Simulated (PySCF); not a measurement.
Gas-phase reaction: SnF2 + 2 FO ⇌ SnF4 + O2

Method: PySCF energies plus ideal-gas RRHO corrections (1 bar). † marks an energy on the PBE0/def2-TZVP geometry and frequencies. Open shells (unrestricted): FO (multiplicity 2), O2 (multiplicity 3); the rest are closed-shell singlets. Spin-orbit splitting is ignored; it lowers the true energy and changes the entropy of FO. B3LYP is the form with VWN-RPA correlation. Sn: scalar-relativistic def2 core potential, no spin-orbit coupling.

ωB97X-V/def2-TZVP† gives ΔH°(298 K) = -759 kJ.

Q: What do PBE/def2-TZVP†, LDA/def2-TZVP†, B3LYP/def2-TZVP† give?

A: PBE/def2-TZVP†: -709 kJ; LDA/def2-TZVP†: -768 kJ; B3LYP/def2-TZVP†: -710 kJ. For scale, ΔH°(298 K) is -759 kJ at this level, -749 kJ at ωB97M-V/def2-TZVP†, and runs from -858 to -385 kJ over the 18 levels computed.
